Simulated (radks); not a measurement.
Polarisability of neutral hydrogen, 1s1, at imaginary frequency. All-electron calculation, non-relativistic Kohn-Sham, exchange-only LDA, spin-polarised, spherical densities, point nucleus; open shells are filled with parallel spins first. Program: a radial shooting solver on a logarithmic mesh with Libxc functionals. Response by self-consistent Sternheimer equations with the Hartree and adiabatic exchange-only LDA kernel.

| w (hartree) | alpha1(iw) (bohr^3) | alpha2(iw) (bohr^5) |
|---|---|---|
| 0.00266 | 6.436 | 30.46 |
| 0.0143 | 6.424 | 30.42 |
| 0.0360 | 6.357 | 30.21 |
| 0.0697 | 6.152 | 29.55 |
| 0.118 | 5.691 | 28.02 |
| 0.186 | 4.888 | 25.15 |
| 0.280 | 3.801 | 20.82 |
| 0.413 | 2.646 | 15.55 |
| 0.605 | 1.651 | 10.35 |
| 0.892 | 0.9262 | 6.103 |
| 1.35 | 0.4648 | 3.166 |
| 2.12 | 0.2041 | 1.416 |
| 3.59 | 0.07467 | 0.5223 |
| 6.94 | 0.02048 | 0.1435 |
| 17.5 | 0.003241 | 0.02270 |

Static values: alpha1 = 6.436 bohr^3 (0.9537 angstrom^3; uncoupled 6.350), alpha2 = 30.46 bohr^5, alpha3 = 361.6 bohr^7. C6 = 10.67, C8 = 279.6, triple-dipole C9 = 50.49 atomic units. One-pole (London) frequency 4 C6 / (3 alpha1^2) = 0.344 hartree, against 0.247 for minus the highest occupied eigenvalue. The dipole shielding factor is 1.000, as the force sum rule N/Z = 1.000 demands. Recommended static value: 4.50711 bohr^3 (Schwerdtfeger and Nagle, 2023 table).
